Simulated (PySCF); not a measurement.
SMILES C(c1sccc1)=C, singlet (GFN2-xTB optimised geometry):

```
13

C      2.292    -1.713     0.000
C      0.964    -1.762     0.000
C      0.095    -0.616     0.000
C     -1.275    -0.616     0.000
C     -1.834     0.676     0.000
C     -0.889     1.652     0.000
S      0.705     1.014     0.000
H      2.892    -2.606     0.000
H      2.819    -0.773     0.000
H      0.450    -2.715     0.000
H     -1.860    -1.519     0.000
H     -2.892     0.871     0.000
H     -1.028     2.715     0.000
```

Computed with PBE0/def2-TZVP in PySCF 2.14.0.

Question: What are the frontier orbital energies and the dipole moment?

Answer: HOMO-2 -8.75 eV, HOMO-1 -7.32 eV, HOMO -6.26 eV, LUMO -1.23 eV, LUMO+1 0.79 eV; dipole moment 0.71 D.

Meta-Löwdin charges at PBE0/def2-TZVP: C1 -0.28, C2 -0.11, C3 -0.12, C4 -0.15, C5 -0.15, C6 -0.26, S7 0.28, H8 0.13, H9 0.12, H10 0.13, H11 0.13, H12 0.13, H13 0.15.
